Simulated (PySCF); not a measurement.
C2H4, charge +1, doublet, at a GFN2-xTB geometry (a state made from the parent by changing its charge; the spin is typed, not shown lowest).

Input for PySCF:
```python
from pyscf import gto, scf, dft

mol = gto.M(
    atom='''
C    -0.65225698   -0.04060582    0.00295843
C     0.65225698    0.04060582   -0.00295843
H    -1.33013860    0.73875621    0.37284167
H    -1.23155843   -0.89823292   -0.36122265
H     1.33677212   -0.81125790    0.09455829
H     1.22492491    0.97073461   -0.10617731
''',
    basis='def2-tzvpd',
    charge=1,
    spin=1,
    verbose=4,
)

mf = dft.UKS(mol)
mf.xc = 'r2scan'
mf = mf.density_fit(auxbasis='def2-universal-jkfit')
mf.kernel()
```

Q: What does this run give for the Mulliken (on the basis functions themselves) charges in atom order, nuclear repulsion energy?

A: 
The Mulliken (on the basis functions themselves) charges in atom order is C1 -0.09, C2 -0.09, H3 0.30, H4 0.30, H5 0.30, H6 0.30 and the nuclear repulsion energy comes out as 33.4354 Eh.

These values belong to the state on which the SCF converged, which isn't shown to be the lowest.
